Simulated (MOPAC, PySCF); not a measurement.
C$_{8}$H$_{10}$SSi, SMILES `C=Cc1ccc(S)c([SiH3])c1` (C–C–C–C torsion 0°, C–C–S–H torsion -24°), neutral singlet in the gas phase. 

Cartesian coordinates (Å):
```xyz
20

C      3.6742    -0.3699    -0.2684
C      2.4641    -0.8861    -0.0079
C      1.1656    -0.2017    -0.0868
C      1.0261     1.1496    -0.4548
C     -0.2256     1.7484    -0.5239
C     -1.3851     1.0216    -0.2065
S     -3.0038     1.7582    -0.3259
C     -1.2855    -0.3334     0.1786
Si    -2.7812    -1.3658     0.6859
C     -0.0073    -0.9129     0.2179
H      3.8168     0.6680    -0.5817
H      4.5752    -0.9803    -0.1759
H      2.4060    -1.9363     0.3003
H      1.9085     1.7435    -0.7009
H     -0.3063     2.7930    -0.8339
H     -2.6045     3.0432    -0.2008
H     -3.3907    -0.8444     1.9425
H     -2.3074    -2.7620     0.9093
H     -3.8275    -1.3700    -0.3773
H      0.0885    -1.9628     0.5099
```
Charge 0, spin multiplicity 1.

All levels are single points at this geometry (B3LYP-D3(BJ)/def2-SVP); Pople sets use spherical d functions. Orbital energies aren't observables, and empty levels follow the basis.

SVWN5/6-31G* in PySCF gives gap (eV) = 3.21.

Estimate the gap (eV) from each of these levels: PBE-D3(BJ)/def2-TZVP in PySCF; ωB97X-D3(BJ)/def2-TZVP in PySCF; B3LYP/6-311+G** in PySCF; HF/STO-3G in PySCF; AM1 in MOPAC.


```json
[
 {"level": "PBE-D3(BJ)/def2-TZVP in PySCF", "gap (eV)": "3.12"},
 {"level": "ωB97X-D3(BJ)/def2-TZVP in PySCF", "gap (eV)": "8.85"},
 {"level": "B3LYP/6-311+G** in PySCF", "gap (eV)": "4.47"},
 {"level": "HF/STO-3G in PySCF", "gap (eV)": "11.92"},
 {"level": "AM1 in MOPAC", "gap (eV)": "8.18"}
]
```
